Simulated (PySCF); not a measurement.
**Basis and Hamiltonian dependence of the ionisation energy of Rh**

Rh [Kr] 4d8 5s1 (4F) → Rh+ [Kr] 4d8 (3F). Calculated with PySCF 2.14 from differences of total energies of unrestricted determinants, without spin-orbit coupling. Values in eV.

| basis | Hamiltonian | functions | UHF | LDA | PBE0 | MP2 (valence) | CCSD(T) (valence) | CCSD(T) (valence and next inner shell) |
| --- | --- | --- | --- | --- | --- | --- | --- | --- |
| def2-SVP with the def2 core potential (28 electrons) | ECP | 31 | 6.307 | 8.192 | n/a | 6.909 | n/a | n/a |
| cc-pVDZ-PP with ECP28MDF | ECP | 38 | 6.314 | n/a | 7.587 | 7.007 | n/a | n/a |
| def2-TZVP with the def2 core potential (28 electrons) | ECP | 40 | 6.309 | 8.187 | 7.573 | 6.953 | n/a | n/a |
| aug-cc-pVDZ-PP with ECP28MDF | ECP | 54 | 6.314 | 8.208 | 7.589 | 7.244 | 7.257 | n/a |
| ANO-RCC-VTZP | spin-free X2C | 68 | 6.341 | 8.208 | 7.578 | 7.291 | 7.279 | 7.413 |
| x2c-TZVPPall | spin-free X2C | 79 | 6.313 | 8.120 | 7.530 | 7.183 | 7.171 | 7.295 |
| def2-QZVPPD with the def2 core potential (28 electrons) | ECP | 88 | 6.308 | 8.204 | 7.585 | 7.271 | 7.277 | n/a |
| aug-cc-pVTZ-PP with ECP28MDF | ECP | 88 | 6.313 | 8.217 | 7.593 | 7.303 | 7.316 | n/a |
| x2c-TZVPPall with one added diffuse shell each of s, p, d, f type | spin-free X2C | 95 | 6.314 | 8.120 | 7.531 | 7.263 | 7.269 | 7.396 |
| aug-cc-pVTZ-DK | spin-free X2C | 102 | 6.314 | 8.140 | 7.542 | 7.304 | 7.315 | n/a |
| aug-cc-pVTZ-PP with one added diffuse shell each of s, p, d, f, g type with ECP28MDF | ECP | 113 | 6.313 | 8.217 | 7.593 | 7.311 | n/a | n/a |
| aug-cc-pwCVTZ-PP with ECP28MDF | ECP | 122 | 6.311 | 8.210 | 7.590 | 7.304 | n/a | n/a |
| aug-cc-pwCVTZ-DK | spin-free X2C | 136 | 6.312 | 8.118 | 7.530 | 7.307 | n/a | n/a |
| aug-cc-pwCVTZ-DK with one added diffuse shell each of s, p, d, f, g type | spin-free X2C | 161 | 6.312 | n/a | n/a | 7.316 | 7.321 | n/a |

Frozen in the all-electron rows: valence: [Kr]; valence and next inner shell: [Ar] 3d10; with a core potential, the same shells as far as they lie outside it.

Reference for a calculation without spin-orbit coupling: 7.479 eV (measured, between term centres; NIST).
